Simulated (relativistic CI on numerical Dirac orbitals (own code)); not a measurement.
Computed by Dirac-Coulomb-Breit CI, orbitals from a KLI potential per configuration, model QED, unscaled Slater integrals (own radial code, finite nucleus).

The strongest absorption lines from the ground level of an ion, among the configurations computed and to levels below about 2220 eV (vacuum wavelength in Å, gf): 5.5976 (0.25), 7.2088 (0.49), 7.2312 (0.17), 7.2375 (0.16), 7.2522 (0.21), 7.3933 (1.4), 83.040 (0.14), 90.438 (0.13).

Q: Which ion is it?
A. Ge²⁹⁺
B. Zn²⁵⁺
C. Ge²⁷⁺
D. Kr³¹⁺

A: C. Ge²⁷⁺ has 5 electrons and the ground level 2s2.2p 2P°_1/2; the strongest line goes to 2s2.3d 2D_3/2. The pattern of lines fixes the number of electrons, and along that sequence the line energies rise steadily with the charge (about as its square where n changes within one kind of shell, about linearly where n is kept but much faster in heavy ions where fine structure, which grows about as Z⁴, sets the gap, and irregularly where shells cross), which fixes Z. Configurations outside the model, such as inner-shell arrays, can give stronger lines. At this charge energies of transitions that change n are usually good to better than 1 %, and those within a shell (Δn = 0) to a few per cent.

LS names give the leading component of a level, which can be under half, so a name can repeat, a term be missing and a line seem to break the LS rules.
